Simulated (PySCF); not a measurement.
Compound: MgMeCl, CH₃ClMg.
Structure used (PBE0-D3(BJ)/def2-SVP), in Å, numbered top down from 1:
```xyz
6
CH3ClMg angstrom
Mg    -0.0101    0.0164   -1.2194
C      0.0020    0.0049    0.8600
H     -0.4446    0.9229    1.2774
H      1.0285   -0.0711    1.2563
H     -0.5690   -0.8499    1.2598
Cl    -0.0067   -0.0231   -3.4341
```

Computed with PySCF 2.14.0, PBE0-D3(BJ)/def2-SVP geometry optimisation, gas phase.

Question: Which atoms are bound to Mg1, and at what distances?

Answer: 2 atoms: C2 2.079 Å, Cl6 2.215 Å. The nearest atom not counted as bound is H5, at 2.69 Å (others tie with it).

Question: What is the shape at Mg1?

Answer: Linear: angle 178.6°.

Question: What are the other bond lengths?

Answer: C2–H3, C2–H4, C2–H5 1.103 Å.

Charge 0, singlet. Whether it is a minimum is left open (no frequencies).

---

Species: BiH2Cl.
Bonds: Bi1–Cl4. Hydrogens: H2, H3 on Bi1.

Method used: PBE0-D3(BJ)/def2-SVP geometry optimisation, gas phase, def2 core potentials past Kr in PySCF 2.14.0.

Q: How far are the bound atoms from Bi1?

A: 3 atoms: H2 1.801 Å, H3 1.801 Å, Cl4 2.476 Å.

Q: List the angles at Bi1.

A: 
```
     angle  degrees  distance of the outer atoms (Å)
H2–Bi1–Cl4     93.9                             3.16
H3–Bi1–Cl4     93.9                             3.16
 H2–Bi1–H3     89.5                             2.54
```

Q: What is the shape at Bi1?

A: Pyramidal: angles 93.9°, 93.9° and 89.5°, sum 277.3°, 1.09 Å off the plane of its three neighbours.

Point group: Cs (every atom within 0.08 Å of its image). Charge 0, singlet. Whether it is a minimum is left open (no frequencies).
